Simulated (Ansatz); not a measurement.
**Match the barriers**

Saddle point of SiH3Cl3O, singlet (SiHCl₃ ([Cl][SiH]([Cl])[Cl]) + H₂O → SiHCl₃O ([OH][Si]([Cl])([Cl])[Cl]) + H₂; bonds formed: Si1–O7, H2–H6; bonds broken: Si1–H2, H6–O7), PBE0-D4/def2-TZVP structure:

```
8
angstrom
Si -0.3293 0.2297 -0.3436
H -0.3932 0.7527 1.2455
Cl 0.1035 -0.8335 -2.0972
Cl -2.3702 0.1189 -0.3675
Cl 0.5485 2.0190 -0.8336
H 0.3520 -0.0845 1.3651
O 0.6125 -0.9323 0.6538
H 1.4762 -1.2700 0.3774
```

Program: Ansatz 0.2.0. Basis: def2-TZVPP, with def2-QZVPP for the basis limit. Cores are frozen in the correlated methods. B3LYP uses VWN-RPA correlation. Extrapolation: Hartree–Fock as exp(−7.88 √X), correlation as X^−2.97. Four methods, as single points on the PBE0-D4 structures, gave these electronic barriers from the start structure: 96.9, 166.0, 182.2, 232.1 kJ/mol.

(1) The methods were, in alphabetical order, B3LYP-D4, BHLYP-D4, HF, SPW92. Which gave which? (Judge from chemistry; the calculation decides.)

No T1 diagnostic of these runs exceeds 0.011.

Answers

(1) Computed: SPW92 96.9; B3LYP-D4 166.0; BHLYP-D4 182.2; HF 232.1 kJ/mol. For comparison, CCSD(T) at an estimated basis limit (MP2 extrapolated from triple and quadruple zeta, plus CCSD(T) − MP2 in triple zeta) gives 168.1 kJ/mol.

Labels in which every atom is bracketed show which atoms are joined, not bond orders.

For scale, one of the runs: CCSD(T)/def2-TZVPP, 241 basis functions, launched by `ansatz run in.yaml --threads 8 --pin off --events-out ev --progress --plain --max-ram 19148MiB`. Hardware: 8 CPU threads of an AMD EPYC 7B13, shared host. Wall time 48 s; peak host memory 4.3 GiB.
